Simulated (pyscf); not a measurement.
This saddle point was located with ωB97X-D3(BJ)/def2-SVP in PySCF.

```
C
O 1 1.2355
C 1 1.4052 2 125.58
H 1 1.1288 2 123.78 3 -179.99
```
Charge 0, spin multiplicity 2.

Surface: doublet, charge 0. Lowest wavenumbers (cm⁻¹): 342i, 816, 1005, 1378, 1526.

**Question.** Which two sides does it connect, and which bonds change?

**Answer.** •HC=C=O (SMILES [CH]=C=O) ⇌ C₂HO (SMILES [C]1=CO1) [doublet], a rearrangement read from left to right: C–H broken and C–H, C–O formed. At ωB97M-D3(BJ)/def2-TZVP it lies +62.3 kcal/mol from the left side and +10.5 kcal/mol from the right (each side as separated species at their lowest minima found). This is the saddle that the search found; another between the same sides may lie lower.
